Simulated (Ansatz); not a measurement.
This geometry of AlCl₂FH₂ (6 atoms, charge 0, multiplicity 1) is a first-order saddle point.

The calculation used RHF/def2-SVP in Ansatz.

```xyz
6
Properties=species:S:1:pos:R:3
Al 0.018 -0.263 -0.039
H 0.023 0.051 1.638
Cl 1.829 0.152 -0.990
Cl -1.819 0.099 -0.963
F 0.042 -1.882 0.843
H 0.035 -1.056 1.583
```

(1) Which two structures does it join? (They come from a converged band through this point; their orientation in space is the band's.)

(2) How far does it lie above each of them?

Answers

(1) Bonds broken: Al1–H2, F5–H6. Bonds formed: H2–H6. AlCl2FH2 becomes AlCl2F + H2.

Image 0:

```xyz
6
Properties=species:S:1:pos:R:3
Al 0.009 0.100 0.070
H 0.007 0.721 1.508
Cl 1.810 0.067 -1.033
Cl -1.801 0.003 -1.012
F 0.048 -1.836 0.817
H 0.055 -1.953 1.722
```

Image 10:

```xyz
6
Properties=species:S:1:pos:R:3
Al 0.021 -0.692 -0.322
H 0.017 0.180 1.832
Cl 1.813 0.240 -0.818
Cl -1.808 0.178 -0.797
F 0.051 -2.251 0.196
H 0.033 -0.553 1.981
```

(2) 0.69 eV above the first and 1.68 eV above the second. This is the barrier of this one path; another mechanism may lie lower. The orbitals stay closed-shell, which can raise the energy where a bond breaks towards radicals; this wasn't checked here.

The run took 34 s on 1 thread of AMD EPYC 9R45 96-Core Processor (Zen 5), on a shared host, peak memory 0.16 GiB.
